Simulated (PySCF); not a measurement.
Job file and geometry (Å, from GFN2-xTB) of an NMR shielding run on `C[SiH2][Si@@](C)(O)[SiH2]P`, C2H13OPSi3, GIAO PBE0/pcSseg-1 NMR shielding, non-relativistic, gas phase in PySCF 2.14.0, density-fitted response routines; density fitting, a coarse starting grid and PySCF grid level 2 are the driver's defaults:

```
$ OMP_NUM_THREADS=1 python probes_run.py task.json out

{"job": {"kind": "nmr", "xc": "PBE0", "basis": "pcSseg-1"}, "charge": 0, "multiplicity": 1}
C     -2.357020     2.144465    -0.613750
Si    -1.405238     1.135962     0.684120
Si    -0.158235    -0.559137    -0.322543
C     -0.297945    -2.210975     0.639544
O     -0.903019    -0.713155    -1.779027
Si     2.129852    -0.233611    -0.674458
P      3.204063    -0.683592     1.244517
H     -3.004404     1.500856    -1.201291
H     -1.673258     2.631694    -1.302621
H     -2.973933     2.913857    -0.158922
H     -0.528582     2.064443     1.421197
H     -2.382666     0.650287     1.674312
H      0.278089    -2.159935     1.559781
H      0.093881    -3.047033     0.063651
H     -1.323832    -2.451057     0.907274
H     -0.745617    -1.435864    -2.380922
H      2.819273    -1.105139    -1.646324
H      2.479512     1.125233    -1.127909
H      2.502761     0.246965     1.988862
H      4.241171     0.196416     1.021474
```

Problem. What does the program print?

Solution. 
```
coarse grid: 17816 points
cycle   1  E = -1368.2237512319  dE =  2.624e-01  |g| = 8.100e-01  |ddm| = 3.902e+00
cycle   2  E = -1368.0601767728  dE =  1.636e-01  |g| = 1.216e+00  |ddm| = 2.225e+00
cycle   3  E = -1368.3505081529  dE = -2.903e-01  |g| = 1.292e-01  |ddm| = 1.697e+00
cycle   4  E = -1368.3538289213  dE = -3.321e-03  |g| = 4.574e-02  |ddm| = 1.691e-01
cycle   5  E = -1368.3543376514  dE = -5.087e-04  |g| = 6.696e-03  |ddm| = 4.591e-02
cycle   6  E = -1368.3543507767  dE = -1.313e-05  |g| = 1.980e-03  |ddm| = 1.340e-02
cycle   7  E = -1368.3543518456  dE = -1.069e-06  |g| = 3.420e-04  |ddm| = 3.174e-03
final grid: 151168 points
cycle   8  E = -1368.4026894372  dE = -2.843e-05  |g| = 8.608e-03  |ddm| = 2.678e-02
cycle   9  E = -1368.4026769040  dE =  1.253e-05  |g| = 1.160e-02  |ddm| = 1.683e-02
cycle  10  E = -1368.4027054301  dE = -2.853e-05  |g| = 1.125e-03  |ddm| = 1.049e-02
cycle  11  E = -1368.4027056623  dE = -2.322e-07  |g| = 2.123e-04  |ddm| = 1.336e-03
cycle  12  E = -1368.4027056723  dE = -9.989e-09  |g| = 4.776e-05  |ddm| = 2.538e-04
cycle  13  E = -1368.4027056728  dE = -4.761e-10  |g| = 1.425e-05  |ddm| = 7.241e-05
converged SCF energy = -1368.4027056728

GIAO shielding tensors (ppm)
atom      isotropic    diamagn.    paramagn.     s11        s22        s33       span
  0 C      197.079     251.999     -54.919    190.471    199.348    201.418     10.947
  1 Si     424.890     881.941    -457.051    389.740    413.909    471.021     81.281
  2 Si     341.064     879.850    -538.786    298.764    307.991    416.436    117.672
  3 C      180.802     256.172     -75.369    167.962    185.699    188.747     20.785
  4 O      312.528     388.771     -76.243    265.709    313.247    358.627     92.917
  5 Si     446.816     882.203    -435.387    416.013    444.600    479.835     63.823
  6 P      636.880     968.077    -331.197    577.072    610.869    722.698    145.626
  7 H       31.214      30.392       0.822     25.879     29.773     37.988     12.109
  8 H       31.475      31.281       0.195     26.421     29.558     38.447     12.027
  9 H       31.357      27.756       3.601     26.224     27.856     39.990     13.766
 10 H       27.859      31.050      -3.191     24.261     27.050     32.267      8.007
 11 H       27.797      30.795      -2.998     23.892     26.623     32.875      8.983
 12 H       31.699      32.429      -0.730     27.077     30.659     37.361     10.283
 13 H       31.169      31.147       0.022     27.233     28.962     37.312     10.079
 14 H       30.982      31.412      -0.429     26.329     28.840     37.779     11.450
 15 H       31.153      32.272      -1.119     22.548     26.387     44.524     21.976
 16 H       27.796      30.502      -2.707     24.410     25.684     33.293      8.883
 17 H       27.524      31.097      -3.573     23.669     25.781     33.121      9.452
 18 H       31.177      32.209      -1.032     25.199     29.706     38.626     13.427
 19 H       30.600      29.989       0.611     24.814     26.987     39.999     15.185
```

Problem. Turn these shieldings into chemical shifts. δ = σ(ref) − σ, references computed at the same level: 13C (186.93 ppm) and 29Si (349.16 ppm) and 1H (31.72 ppm) against TMS; 17O (336.08 ppm) against H2O; 31P (318.38 ppm) vs H3PO4.

Solution. Averaging equivalent atoms: C 3: 6.1; C 0: -10.2; Si 2: 8.1; Si 1: -75.7; Si 5: -97.7; O 4: 23.6; P 6: -318.5; H 17: 4.19; H 16: 3.92; H 11: 3.92; H 10: 3.86; H 18/19: 0.83; H 15: 0.56; H 12/13/14: 0.43; H 7/8/9: 0.37 ppm. Experimental scales use liquid or dissolved standards, which lie at an offset from isolated H2O (liquid H2O: subtract about 36 ppm) and H3PO4.

Size and cost of the density-fitted run: 212 basis functions, 39 s wall time on 1 thread of an Arm Neoverse V2, shared host; peak memory 0.87 GiB.
